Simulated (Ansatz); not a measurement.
Geometry optimisation, UKS PBE-D4/def2-SVP (Ansatz).

Input file:

```yaml
crystal:
  periodic: [false, false, false]
  atoms:
    - { symbol: Hf, position_ang: [-0.945653, 0.815843, 0.251776] }
    - { symbol: F, position_ang: [0.54632, -2.382377, -0.574477] }
    - { symbol: O, position_ang: [-0.659058, 0.284783, -1.44353] }
    - { symbol: H, position_ang: [0.296126, -1.742194, -1.19023] }
    - { symbol: O, position_ang: [0.197586, 2.38096, 0.591418] }
    - { symbol: O, position_ang: [-0.357654, -0.685025, 1.358323] }
    - { symbol: H, position_ang: [0.891696, 2.814476, 0.068207] }
    - { symbol: H, position_ang: [0.030637, -1.486466, 0.938413] }
magnetization:
  spin_polarized: true
basis:
  gaussian: { orbitals: def2-SVP }
hamiltonian:
  xc: pbe
  dispersion: d4
relax:
  f_tol: 0.03
  max_steps: 50
```

Command:

```bash
$ ansatz run input.yaml --threads 4 --pin off --max-ram 5120MiB --backend cpu --events-out ev --progress --plain --runs-dir out
```

**Question.** Where does it end, and by what steps?

**Answer.** The run converged. After 8 steps the energy has fallen by 0.299 eV; O3 moved furthest, 0.39 Å.

```json
{"step": "0", "energy less start (eV)": "0.0000", "largest force component (eV/Å)": "1.229", "accepted": "yes"}
{"step": "1", "energy less start (eV)": "-0.1669", "largest force component (eV/Å)": "0.577", "accepted": "yes"}
{"step": "2", "energy less start (eV)": "-0.2772", "largest force component (eV/Å)": "0.242", "accepted": "yes"}
{"step": "3", "energy less start (eV)": "-0.2325", "largest force component (eV/Å)": "1.560", "accepted": "no"}
{"step": "4", "energy less start (eV)": "-0.2938", "largest force component (eV/Å)": "0.095", "accepted": "yes"}
{"step": "5", "energy less start (eV)": "-0.2970", "largest force component (eV/Å)": "0.087", "accepted": "yes"}
{"step": "6", "energy less start (eV)": "-0.2982", "largest force component (eV/Å)": "0.046", "accepted": "yes"}
{"step": "7", "energy less start (eV)": "-0.2958", "largest force component (eV/Å)": "0.265", "accepted": "no"}
{"step": "8", "energy less start (eV)": "-0.2986", "largest force component (eV/Å)": "0.016", "accepted": "yes"}
```

```xyz
8
Properties=species:S:1:pos:R:3
Hf -0.918 0.712 0.208
F 0.414 -2.240 -0.637
O -0.411 -0.010 -1.379
H 0.140 -1.400 -1.097
O 0.119 2.345 0.514
O -0.303 -0.686 1.404
H 0.899 2.743 0.096
H 0.059 -1.463 0.891
```

Run time: 31 s on 4 threads of Arm Neoverse N1, on a shared host, peak memory 0.19 GiB.
